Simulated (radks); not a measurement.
The mean radii <r> (bohr) of the occupied orbitals of an atom or ion are listed with their occupations. Calculated with a radial shooting solver on a logarithmic mesh with Libxc functionals: scalar-relativistic Kohn-Sham, PBEsol, spin-polarised, spherical densities, finite nucleus; Fermi nuclear charge, rms radius of each element as measured or else 0.836 A^(1/3) + 0.57 fm.

orbital  occ.      <r>
1s          2  0.02907
2s          2   0.1255
2p          6   0.1096
3s          2   0.3379
3p          6   0.3356
3d         10   0.3112
4s          2   0.7569
4p          6   0.7907

Name the element and its charge. Open shells, if any, are filled with parallel spins first.

Answer. Z = 50, tin, charge +14: Sn14+ in [Kr]. The 1s radius gives Z: for a bare nucleus <r> = (2 gamma + 1)/(2Z) with gamma = sqrt(1 - (Z/c)^2), 0.02862 bohr for Z = 50, and screening makes it slightly larger (0.02907 here). The occupations add up to 36, and the charge is Z minus that.
